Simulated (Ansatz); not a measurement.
Total energies of Cd12H32Se12 from Ansatz at PBE0-D4/def2-SVP, gas phase (1 Eh = 27.2114 eV = 2625.5 kJ/mol). The reference geometry is relaxed at PBE-D4/def2-SVP.

```xyz
56

Cd   -0.341    4.263   -0.039
Cd   -4.020    2.713   -3.338
Cd   -1.262   -1.397   -5.090
Cd    3.412    3.628    2.561
Cd    4.828   -0.578   -1.783
Cd    0.736    0.659   -3.099
Cd   -0.473    0.659    0.752
Cd   -2.064   -2.387   -1.716
Cd    1.664   -2.752    0.511
Cd    0.740    0.246    4.205
Cd   -0.178   -5.358   -0.913
Cd   -2.223   -3.964    3.745
Se   -0.990    2.609   -2.178
Se    2.328    3.589    0.091
Se   -0.608    2.478    2.500
Se    3.278    1.318   -3.037
Se   -3.206   -0.541   -3.199
Se   -0.346   -3.694   -3.398
Se    5.624    1.708    0.178
Se    3.030    0.973    2.859
Se    4.181   -2.003    0.479
Se    0.187   -0.976   -0.968
Se   -2.279   -3.946    0.389
Se    0.284   -2.123    2.820
H    -1.118    5.724    0.339
H    -3.694    3.848    0.937
H    -4.760    2.792   -1.814
H    -3.447    2.770   -4.930
H    -1.727   -1.982   -6.620
H     0.090   -0.192   -4.564
H     4.130    4.828    3.513
H     6.165   -1.170   -2.682
H    -3.103    1.368    0.087
H    -2.593   -0.556    2.111
H     0.272    0.539    5.811
H    -2.751    0.348    4.642
H    -0.360   -6.999   -1.326
H     1.232   -4.398   -0.116
H    -1.264   -5.359    3.709
H    -3.288   -2.662    3.959
H    -0.471    3.674   -3.075
H    -3.969    3.593    0.263
H     2.738    4.973   -0.257
H    -2.073    2.291    2.694
H     3.031    2.182   -1.838
H    -4.310   -1.383   -3.728
H    -3.075    0.793   -0.427
H    -1.349   -4.606   -4.003
H     6.444    2.461   -0.810
H     6.838    1.023    0.698
H     3.845    0.860    4.097
H     3.849   -0.831    1.352
H    -2.567   -1.090    1.554
H    -3.377   -4.802   -0.130
H    -2.895   -0.393    4.484
H     1.256   -2.769    3.739
```

```
                 state   geometry   energy (Eh)
      charge 0 singlet  reference  -30843.99773
      charge 1 doublet  reference  -30843.70156
     charge -1 doublet  reference  -30844.06261
free Cd atom (singlet)          –    -167.73406
free Se atom (triplet)          –   -2400.91098
 free H atom (doublet)          –      -0.50029
```

In the def2 sets Cd takes a core potential; there is no spin–orbit coupling. Single mean-field runs in def2-SVP are fitted with def2-universal-jkfit.

(1) Work out the vertical ionisation energy to the doublet.

(2) Work out the vertical electron affinity, to the doublet.

(3) Give the fundamental gap IE − EA, the Mulliken electronegativity (IE + EA)/2 and the hardness (IE − EA)/2.

(4) What is the binding energy per atom against free atoms?

(1) E(charge 1 doublet) − E(charge 0 singlet) = -30843.70156 − (-30843.99773) = 0.29617 Eh = 8.06 eV. For comparison, −ε of the highest occupied level is 7.06 eV at this level, 1.00 eV less.

(2) E(charge 0 singlet) − E(charge -1 doublet) = -30843.99773 − (-30844.06261) = 0.06488 Eh = 1.77 eV. The basis lacks diffuse functions, which makes affinities too small.

(3) From the values in Eh: IE − EA = 0.29617 − 0.06488 = 0.23129 Eh = 6.29 eV; (IE + EA)/2 = 4.91 eV; (IE − EA)/2 = 3.15 eV. The HOMO–LUMO gap of the same run is 4.35 eV, 1.94 eV smaller than the fundamental gap.

(4) Atoms: 12 × (-167.73406) + 12 × (-2400.91098) + 32 × (-0.50029) = -30839.74976 Eh. Binding: -30839.74976 − (-30843.99773) = 4.24797 Eh = 115.59 eV, or 2.06 eV for each of 56 atoms (no zero-point energy, no counterpoise term).
